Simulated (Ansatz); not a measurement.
`CO[SiH3]` + `[O]=[W]([OH])([F])=[S]` → `C[O][W](=[O])([F])=[S]` + `O[SiH3]` at 298.15 K and 1 bar (substitution at a C–O bond).

Computed with Ansatz on PBE0-D4/def2-TZVP structures; ΔE is electronic, products minus reactants. CCSD(T)/CBS is the MP2 limit (def2-TZVPP, def2-QZVPP) plus CCSD(T) − MP2 in def2-TZVPP, frozen cores. Elements past krypton have def2 core potentials. For W outer-core shells are correlated without core-valence functions, which leaves a few kJ/mol of doubt a bond. Each species was taken in one conformer, which may not be the lowest.

```tsv
species	CCSD(T)/CBS energy (Eh)	H − E (kJ/mol)	S (J/(mol·K))
`CO[SiH3]`	-405.93001	192.4	298.5
`[O]=[W]([OH])([F])=[S]`	-715.66256	73.4	345.3
`C[O][W](=[O])([F])=[S]`	-754.90807	153.3	393.7
`O[SiH3]`	-366.69042	113.6	257.8
```

H − E and S are ideal-gas, rigid-rotor, harmonic terms from PBE0-D4/def2-TZVP, for one conformer and one mirror image of each species. 1 Eh = 2625.50 kJ/mol, R = 8.31446 J/(mol·K).

Task: By hand: ΔE, ΔH, ΔS and ΔG.

Result: ΔE = (-754.90807) + (-366.69042) − (-405.93001) − (-715.66256) = -0.00592 Eh = -15.5 kJ/mol. Δ(H − E) = 153.3 + 113.6 − 192.4 − 73.4 = 1.1, so ΔH = -14.4 kJ/mol. ΔS = 393.7 + 257.8 − 298.5 − 345.3 = 7.7 J/(mol·K). ΔG = -14.4 − 298.15 × (7.7)/1000 = -16.7 kJ/mol.

Task: By hand: the equilibrium constant, and the temperature at which ΔG would vanish if ΔH and ΔS stayed fixed.

Result: log₁₀ K = −ΔG/(RT ln 10) = 2.9. ΔH and −TΔS have one sign here, so there is no such temperature.

The number of gas molecules stays the same, so ΔS is small and ΔH decides. A doubt of 5 kJ/mol in ΔE shifts log₁₀ K by 0.9 here. Other conformers and mirror images would add mixing entropy, several J/(mol·K) or more a flexible species. Modes under 60 cm⁻¹, often nearly free rotors, make the harmonic entropy too high. These are equilibria of isolated gas molecules and say nothing of rates. Largest T1 diagnostic: 0.023 (customary marks: 0.02 for closed shells, 0.045 for open ones).

ΔS is within the doubt of such terms, so its sign, and with it that verdict, could turn.
